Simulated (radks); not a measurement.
Results of a calculation; reference values are marked as such.
All-electron atom: the lanthanum ion La3+ in [Xe]. Code: a radial shooting solver on a logarithmic mesh with Libxc functionals. Model: scalar-relativistic Kohn-Sham, Wu-Cohen GGA, spin-unpolarised, spherical densities, finite nucleus; Fermi nuclear charge, rms radius 4.855 fm.

Normalised radial functions P(r) = r R(r), r in bohr:

r             3d       4d
0.00154   0.0000   0.0000
0.002334  0.0001   0.0001
0.003538  0.0003   0.0002
0.005363  0.0011   0.0005
0.00813   0.0035   0.0016
0.01232   0.0107   0.0050
0.01868   0.0323   0.0149
0.02855   0.0939   0.0432
0.04328   0.2472   0.1130
0.0656    0.5784   0.2611
0.09945   1.1421   0.4987
0.1507    1.7768   0.7040
0.2285    1.9911   0.5464
0.3464    1.4238  -0.2118
0.5293    0.5359  -1.0998
0.8024    0.0861  -1.1814
1.216     0.0041  -0.5874
1.844     0.0000  -0.1318
2.795     0.0000  -0.0104
4.237     0.0000  -0.0002

3d: eigenvalue -845.06 eV, 0 radial nodes, <r> = 0.260 bohr, 90 % of the charge inside 0.407 bohr. 4d: eigenvalue -127.12 eV, 1 radial node at r = 0.316 bohr, <r> = 0.767 bohr, 90 % of the charge inside 1.15 bohr.
